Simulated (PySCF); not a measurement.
Structure from 2D NMR

Compound of formula C₆H₁₂BN. Correlations simulated from computed shifts and the bond graph:

HSQC (one-bond C–H):
```tsv
δH	δC
2.20	2.0
1.96	24.6
1.75	24.6
1.73	30.2
1.72	30.5
1.69	30.2
```

COSY cross peaks (H two or three bonds apart, from the bond graph; peaks can be absent where the dihedral angle is near 90°):
```tsv
δH	δH
2.28	1.72
1.96	1.75
1.96	1.73
1.96	1.69
1.75	1.73
1.75	1.69
1.73	1.72
1.73	1.69
1.72	1.69
```

HMBC (two and three bonds, from the bond graph):
```tsv
δH	δC
2.28	115.5, 30.5, 30.2
2.20	115.5
1.96	30.5, 30.2
1.75	30.5, 30.2
1.73	30.5, 30.2, 24.6
1.72	30.2, 24.6
1.69	30.5, 30.2, 24.6
```

Carbons without hydrogens: δ 115.5.

[PySCF 2.14: PBE0-D3(BJ)/def2-SVP geometry; σ from GIAO-PBE0/pcSseg-1; one computed conformer; non-relativistic; averaged over atoms made equivalent by symmetry, fast rotation or ring inversion; in vacuum]

δ = σ(ref) − σ, references computed at the same level: TMS for ¹H, ¹³C.

Exchangeable hydrogens are left out of these lists.

Problem. Which molecule is this?

Solution. `C1C([BH2-][N+]#CC)CC1`.

Atoms are numbered as in `[CH3:1][C:2]#[N+:3][BH2-:4][CH:5]1[CH2:6][CH2:7][CH2:8]1`. Each H is labelled by its parent atom. Ha(C6), Ha(C7), Ha(C8) are cis to B4 on the ring; Hb(C6), Hb(C7), Hb(C8) are trans to B4 on the ring.

1. δC 115.5 is C2, a nitrilium-type carbon.
2. δC 30.5 is C5, an sp3 CH bonded to B (δH 1.72).
3. δC 30.2 is C6/C8, an sp3 CH2 in a ring (δH 1.73, 1.69).
4. δC 24.6 is C7, an sp3 CH2 in a ring (δH 1.96, 1.75).
5. δC 2.0 is C1, a methyl carbon α to a nitrile (δH 2.20).
6. HMBC from δH 2.28 reaches the proton-free carbon C2.
7. HMBC from δH 2.20 reaches the proton-free carbon C2.
8. COSY links 2.28–1.72, 1.96–1.75, 1.96–1.73, 1.96–1.69, 1.75–1.73, 1.75–1.69.

The shifts were computed for this structure.

Hydrogens on boron are broadened and split by ¹¹B (spin 3/2, 80 %) and 10B (spin 3). A carbon bonded to boron is broadened by the quadrupolar boron nucleus and is often missing from a measured spectrum. Shifts are as computed. Against solution values, carbons near 30 ppm lie about +2 ppm off and those near 130 ppm about +5 ppm. Of 1211 compounds with measured shifts, 218 miss one by over three times the rms of a fit or turn the order of signals round; such compounds aren't used in these exercises.
